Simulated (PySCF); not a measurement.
Telling isomers of C8H10 apart by NMR

[PySCF 2.14.0 with density-fitted response routines: shielding tensors at PBE0/pcSseg-1 (GIAO); geometry from GFN2-xTB; one conformer; equivalent nuclei averaged; in vacuum; no relativistic terms]

Referencing at the same level of theory: 1H, 13C against TMS. Where no couplings were computed, multiplicities follow the n + 1 count of equivalent neighbours, and m marks all less simple cases (inequivalent or close neighbours, rings, F or P nearby). Shifts are as computed. Against solution values, carbons near 30 ppm lie about +3 ppm off and those near 130 ppm about +5 ppm. Of 1211 compounds with measured shifts, 218 miss one by over three times the rms of a fit or turn the order of signals round; such compounds aren't used in these exercises.

(1) Tabulate the signals of `CCc1ccccc1`, `CC1=C[C@@]2(C)C=C[C@@H]12`, `CC#CCC=C=CC` and their relative energies.

(2) What is the quickest way to tell CCc1ccccc1 from CC#CCC=C=CC?

(3) What is the quickest way to tell CC1=C[C@@]2(C)C=C[C@@H]12 from CC#CCC=C=CC?

(4) What is the quickest way to tell CCc1ccccc1 from CC1=C[C@@]2(C)C=C[C@@H]12?

Results:

(1) 
| SMILES | carbon types | δC | δH | E rel. (kcal/mol) |
| --- | --- | --- | --- | --- |
| CCc1ccccc1 | 1×C 5×CH 1×CH2 1×CH3 | 151.4, 134.2, 133.3, 131.0, 35.3, 22.6 | 7.60 (m, 2H), 7.49 (m, 2H), 7.48 (m, 1H), 2.65 (q, 2H), 1.20 (t, 3H) | 0.0 |
| CC1=C[C@@]2(C)C=C[C@@H]12 | 2×C 4×CH 2×CH3 | 163.2, 158.5, 150.0, 146.8, 57.3, 57.1, 19.8, 17.7 | 6.95 (m, 1H), 6.90 (m, 1H), 6.45 (s, 1H), 3.25 (m, 1H), 1.92 (s, 3H), 1.51 (s, 3H) | 72.9 |
| CC#CCC=C=CC | 3×C 2×CH 1×CH2 2×CH3 | 216.5, 94.3, 92.6, 83.8, 83.6, 24.8, 18.8, 4.8 | 5.35 (m, 1H), 5.32 (m, 1H), 2.98 (m, 2H), 1.96 (s, 3H), 1.78 (m, 3H) | 83.5 |

Energies are electronic energies at PBE0/pcSseg-1 on these geometries, without zero-point or thermal terms, each for the one conformer computed, which needn't be the lowest.

(2) Count the carbon signals: 6 against 8. The first has a substituted aromatic carbon (C) at 151.4 ppm, the second a central carbon of an allene (C) at 216.5 ppm. In the proton spectra the most deshielded non-exchanging signals are 7.60 (m, 2H) and 5.35 (m, 1H).

(3) Both give the same number of carbon signals, but DEPT or the intensities differ. The first has an alkene CH at 158.5 ppm, the second an allylic sp3 CH2 at 24.8 ppm. Their most deshielded carbons lie at 163.2 and 216.5 ppm. In the proton spectra the most deshielded non-exchanging signals are 6.95 (m, 1H) and 5.35 (m, 1H).

(4) Count the carbon signals: 6 against 8. The first has an sp3 CH2 on an aromatic ring at 35.3 ppm, the second an allylic sp3 CH at 57.3 ppm. Their most deshielded carbons lie at 151.4 and 163.2 ppm. In the proton spectra the most deshielded non-exchanging signals are 7.60 (m, 2H) and 6.95 (m, 1H).
